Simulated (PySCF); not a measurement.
These 2 structures share the formula [C5H4O3]+ (charge +1 and doublet state). Method: PBE0-D3(BJ)/def2-SVP geometry optimisation, gas phase (PySCF). One conformer each; no zero-point energy, no entropy. No frequencies were run at this level. Point groups hold within 0.08 Å. The open-shell SCF solutions weren't tested for stability.

Problem. Rank from lowest to highest electronic energy at this level (kJ/mol).
A. `[O:1]=[C:2]([OH:3])[C:4]1=[CH:5][O:6][CH:7][CH+:8]1` (charge +1 and doublet state) with O1–C2–O3–H 0°, O1–C2–C4–C5 179°
B. `[O:1]=[C:2]([OH:3])[C+:4]1[CH:5][CH:6]=[CH:7][O:8]1` (charge +1 and doublet state) with O1–C2–O3–H 0°, O1–C2–C4–C5 -174°

Solution. A (0.0), B (3.7).

Neighbours under 21 kJ/mol apart (O=C(O)C1=CO[CH][CH+]1 and O=C(O)[C+]1[CH]C=CO1) can change places with a better method, another conformer or zero-point energy.

```
               SMILES      E (Eh)  E rel (kJ/mol)  dipole about centre of mass (D)  point group     A, B, C (MHz)   ⟨S²⟩
O=C(O)C1=CO[CH][CH+]1  -417.51716             0.0                             4.34           Cs  5275, 1556, 1202  0.765
 O=C(O)[C+]1[CH]C=CO1  -417.51577             3.7                             5.51      near Cs  5129, 1659, 1254  0.766
```

Problem. How do the relative energies change in single points at B3LYP/IGLO-III on C O, pcH-1 on H (no added dispersion term) on the same geometries?

Solution. 
| SMILES | PBE0-D3(BJ)/def2-SVP (kJ/mol) | B3LYP/IGLO-III on C O, pcH-1 on H (kJ/mol) | shift |
| --- | --- | --- | --- |
| O=C(O)C1=CO[CH][CH+]1 | 0.0 | 0.0 | 0.0 |
| O=C(O)[C+]1[CH]C=CO1 | 3.7 | 1.8 | -1.9 |

Each column counts from its own lowest isomer. The order is unchanged; the largest shift is 1.9 kJ/mol.
